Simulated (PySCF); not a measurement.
**Optical rotation: `CO[C@]12C[C@H]1[C@@H]2O`, C5H8O2**

Molfile (atoms numbered from 1):
```
C5H8O2
     RDKit          3D

 15 16  0  0  0  0  0  0  0  0999 V2000
   -1.9506   -0.2923    0.8587 C   0  0  0  0  0  0  0  0  0  0  0  0
   -0.5832   -0.6724    0.8624 O   0  0  0  0  0  0  0  0  0  0  0  0
    0.1142   -0.1817   -0.2121 C   0  0  1  0  0  0  0  0  0  0  0  0
    0.4299   -0.7644   -1.5554 C   0  0  0  0  0  0  0  0  0  0  0  0
    1.5359   -0.3062   -0.6465 C   0  0  1  0  0  0  0  0  0  0  0  0
    0.9597    1.0528   -0.3398 C   0  0  2  0  0  0  0  0  0  0  0  0
    1.3484    1.7390    0.7982 O   0  0  0  0  0  0  0  0  0  0  0  0
   -2.0556    0.7967    0.8697 H   0  0  0  0  0  0  0  0  0  0  0  0
   -2.4646   -0.6942   -0.0195 H   0  0  0  0  0  0  0  0  0  0  0  0
   -2.3833   -0.7139    1.7634 H   0  0  0  0  0  0  0  0  0  0  0  0
    0.3015   -1.8323   -1.6695 H   0  0  0  0  0  0  0  0  0  0  0  0
    0.2054   -0.1919   -2.4489 H   0  0  0  0  0  0  0  0  0  0  0  0
    2.3968   -0.8154   -0.2716 H   0  0  0  0  0  0  0  0  0  0  0  0
    0.7880    1.7634   -1.1437 H   0  0  0  0  0  0  0  0  0  0  0  0
    1.3530    1.1209    1.5400 H   0  0  0  0  0  0  0  0  0  0  0  0
  1  2  1  0
  3  2  1  1
  3  4  1  0
  4  5  1  0
  5  6  1  0
  6  7  1  0
  5  3  1  0
  6  3  1  0
  1  8  1  0
  1  9  1  0
  1 10  1  0
  4 11  1  0
  4 12  1  0
  5 13  1  1
  6 14  1  6
  7 15  1  0
M  END
```

Level of theory: PySCF 2.14.0, TDDFT CAM-B3LYP/aug-cc-pVDZ circular dichroism and optical rotation, one conformer, gas phase. Geometry: GFN2-xTB.

The molecule is flexible and this is one conformer; a measurement averages over conformers.

Stereocentres: C3 R, C5 S, C6 S.

Q: Give the optical rotatory dispersion at 633, 589.3, 546, 436, 405, 365, 355 nm.

A: [α] in deg dm⁻¹ (g/mL)⁻¹:
```csv
λ (nm),origin-invariant length gauge,modified velocity gauge,length gauge (centre of mass),isotropic polarisability (au)
633,+48.6,+46.8,+48.6,68.0
589.3,+55.9,+53.7,+55.9,68.2
546,+64.8,+62.2,+64.8,68.5
436,+98.8,+94.2,+98.8,69.7
405,+112.4,+106.7,+112.3,70.2
365,+132.3,+124.7,+132.2,71.2
355,+137.4,+129.2,+137.3,71.5
```

Q: And for the mirror image at 589.3 nm?

A: -55.9 deg dm⁻¹ (g/mL)⁻¹ (origin-invariant length gauge): the same size and the opposite sign.

Q: What is the molar rotation [Φ] = [α]·M/100 of the geometry above at 589.3 nm?

A: With M = 100.12 g/mol, +56.0 deg cm² dmol⁻¹ (origin-invariant length gauge).

The first excitation lies at 6.22 eV (199 nm) with R = -3.6 × 10⁻⁴⁰ esu² cm² (velocity form).
